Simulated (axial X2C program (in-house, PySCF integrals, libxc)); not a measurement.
**Potential curves of PbH⁻, with spin–orbit coupling**

Calculated with an in-house all-electron X2C program for linear molecules (integrals from PySCF). Two-component (2c) means X2C with spin–orbit coupling and atomic mean-field two-electron Coulomb and Gaunt terms. Basis: Pb dyall-acv3z [13s15p11d8f1g], H dyall-av3z [7s3p2d] (cores contracted in-house); Gaussian nuclei, density fitting, unrestricted open shells. Masses: Pb 207.977 u, H 1.008 u.

State: Ω = 0 (closed shell). Energies in cm⁻¹ from the lowest point of each curve. Fits are polynomials in 1 − R0/R over 0.85 to 1.23 times the lowest point R0.

```
 R (Å)  PBE0  PBE50
1.6574  2228   1952
1.7336   927    735
1.7907   364    237
1.8478    75     11
1.9050     0      0
1.9717   124    195
2.0384   417    557
2.1241   971   1192
2.2288  1816   2128
2.3813  3200   3626
```

The state is a single determinant with fixed occupations, the lowest that a limited PBE0 search found. Other states lie close and PBE0, whose exact exchange favours high spin, may order them wrongly; the determinant shown need not be the ground state. The nearest other 2c determinant of the search, Ω = 1, lies 0.07 eV up at the distance of the search. The 2c closed shell (π1/2)² is the Ω = 0⁺ component of the spin-free π² triplet, mixed with the ¹Σ⁺ state; no single spin-free determinant represents it. The highest occupied level of some functionals is positive through self-interaction error; at Hartree–Fock it is bound.

Task: Fit the PBE0 curve near its minimum: give the equilibrium distance and the harmonic wavenumber.

Result: At PBE0, 2c: Re = 1.899 Å, ωe ≈ 1330 cm⁻¹; Be follows as 4.66 cm⁻¹.

Task: Fit the PBE50 curve near its minimum: give the equilibrium distance and the harmonic wavenumber.

Result: At PBE50, 2c: Re = 1.879 Å, ωe ≈ 1380 cm⁻¹; Be follows as 4.76 cm⁻¹.
